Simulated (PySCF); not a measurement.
Sb⁺: excitation energy

Sb⁺ [Kr] 4d10 5s2 5p2 (3P) → Sb⁺ [Kr] 4d10 5s1 5p2 6s1 (5P), as a difference of total energies. Computed with PySCF 2.14 in aug-cc-pwCVDZ-PP with ECP28MDF, with scalar relativity through the core potential. Correlated levels: valence and next inner shell: nothing frozen outside the core potential. The calculations carry no spin-orbit coupling.

```csv
method,excitation energy (eV)
UHF,13.667
MP2 (valence and next inner shell),15.258
SCS-MP2 (valence and next inner shell),15.376
CCSD (valence and next inner shell),15.107
CCSD(T) (valence and next inner shell),15.161
```

Question: How much does correlation contribute at CCSD(T) (valence and next inner shell)?

Answer: 15.161 − (13.667) = 1.494 eV, measured against UHF.

The promoted electron is Rydberg-like, and one or two diffuse shells describe it only roughly, which tends to raise the upper state.
